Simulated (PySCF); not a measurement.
PySCF input:

```python
from pyscf import gto, scf, dft

mol = gto.M(
    atom='''
    C    -0.82887003    0.04033910    0.27540525
    C     0.65302642   -0.04629898   -0.02558086
    Cl    1.33388926   -1.61785535    0.59742071
    Cl    1.54924575    1.29747360    0.81855229
    Cl   -1.54790087   -1.30891407   -0.83225821
    Cl   -1.33073551    1.63090185   -0.60926926
    H     0.97858506    0.00845681   -1.06452024
    ''',
    basis='def2-tzvpd',
    charge=-1,
    spin=0,
    verbose=4,
)

mf = dft.RKS(mol, xc='m062x').density_fit(auxbasis='def2-universal-jkfit')
mf.grids.level = 4
mf.conv_tol = 1e-9
mf.max_cycle = 100
mf.max_memory = 1500
mf.kernel()
if not mf.converged:
    mf = mf.newton()
    mf.kernel(mf.make_rdm1())
mf.analyze()
```

Question: Which total energy does the run end on?

Answer: -1917.61596 Eh (M06-2X/def2-TZVPD).

It need not be the lowest isomer of its formula. Whether it binds its extra electron was not tested at this geometry.
